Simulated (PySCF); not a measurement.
## Assignment exercise: C7H4FN

Geometry (Å), atoms numbered from 1 in this order:
```xyz
13

N     3.579    0.563   -0.208
C     2.445    0.373   -0.142
C     1.039    0.173   -0.060
C     0.163    1.260   -0.008
C    -1.200    1.052    0.070
C    -1.705   -0.242    0.097
C    -0.854   -1.334    0.046
C     0.506   -1.113   -0.031
F     1.331   -2.153   -0.079
H     0.574    2.262   -0.029
H    -1.872    1.900    0.111
H    -2.774   -0.405    0.158
H    -1.223   -2.351    0.065
```

PySCF 2.14 calculation with shieldings: GIAO B97-2/pcSseg-2 and geometry from PBE0-D3(BJ)/def2-TZVP; relativity neglected, no solvent model, one conformer.

Chemical shifts δ = σref − σ; $^{13}$C (185.38 ppm) and $^{1}$H (31.64 ppm) against TMS, all at this level.

(1) Assign these signals to the numbered atoms. $^{13}$C{$^{1}$H} NMR (computed): δ 174.9, 142.7, 140.8, 129.7, 122.3, 120.3, 108.7.

(2) Assign these signals to the numbered atoms. $^{1}$H NMR (400 MHz, computed): δ 7.89 (m, 1H), 7.76 (m, 1H), 7.40 (m, 1H), 7.36 (m, 1H).

Answers

(1) 
| δ (ppm) | atoms | environment | reason |
| --- | --- | --- | --- |
| 174.9 | C8 | aromatic carbon bearing fluorine | an ipso carbon deshielded by its heteroatom |
| 142.7 | C4 | aromatic CH | – |
| 140.8 | C6 | aromatic CH | – |
| 129.7 | C5 | aromatic CH | the aromatic region |
| 122.3 | C7 | aromatic CH | – |
| 120.3 | C2 | nitrile carbon | typical of a nitrile |
| 108.7 | C3 | substituted aromatic carbon | – |

C4 and C6 lie closer than the usual error of such a calculation, so a measured spectrum could show them in the other order.

(2) 
| δ (ppm) | atoms | environment | reason |
| --- | --- | --- | --- |
| 7.89 | H10 | hydrogen on an aromatic CH | ring-current deshielding |
| 7.76 | H12 | hydrogen on an aromatic CH | – |
| 7.40 | H11 | hydrogen on an aromatic CH | – |
| 7.36 | H13 | hydrogen on an aromatic CH | – |

H11 and H13 lie closer than the usual error of such a calculation, so a measured spectrum could show them in the other order.

Splittings by $^{19}$F in the carbon and heteronuclear signals aren't shown, as no couplings were computed. Shifts are as computed. Against solution values, carbons near 30 ppm lie about +3 ppm off and those near 130 ppm about +7 ppm. Of 1211 compounds with measured shifts, 218 miss one by over three times the rms of a fit or turn the order of signals round; such compounds aren't used in these exercises. Multiplicities follow the n + 1 count of equivalent neighbours, as no J values were calculated; m marks all less simple cases, F and P coupling included.
